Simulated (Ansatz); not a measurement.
CH₇NOSi₂, SMILES `OC1[SiH2]N[SiH2]1` at its PBE0-D4/def2-TZVP geometry, where that method's forces vanish. Charge 0, multiplicity 1.

```xyz
12

O     1.6600   -0.6302   -1.1689
C     0.3576   -0.6985   -0.6070
Si   -0.6826    0.8773   -0.8683
N    -0.9173    0.9545    0.8473
Si    0.1132   -0.3714    1.2606
H     2.1761   -1.3693   -0.8383
H    -0.1916   -1.5871   -0.9478
H    -1.9462    0.7166   -1.6426
H     0.0849    2.0023   -1.4669
H    -1.4753    1.5671    1.4148
H     1.3826   -0.0228    1.9611
H    -0.5614   -1.4386    2.0560
```

(1) What forces (eV/Å) does r2SCAN-D4/def2-TZVPP give on these atoms in Ansatz 0.2.0? (An estimate is asked.)

## Answers

(1) Ansatz gave: 
```
O1   0.321  0.065 -0.179
C2  -0.281 -0.043  0.115
Si3 -0.028  0.039 -0.049
N4  -0.021  0.026  0.016
Si5  0.014 -0.039  0.070
H6   0.019 -0.043  0.019
H7  -0.007 -0.030 -0.016
H8   0.014  0.007  0.005
H9  -0.001 -0.017  0.001
H10 -0.030  0.028  0.026
H11 -0.009 -0.007 -0.012
H12  0.009  0.014  0.002
```
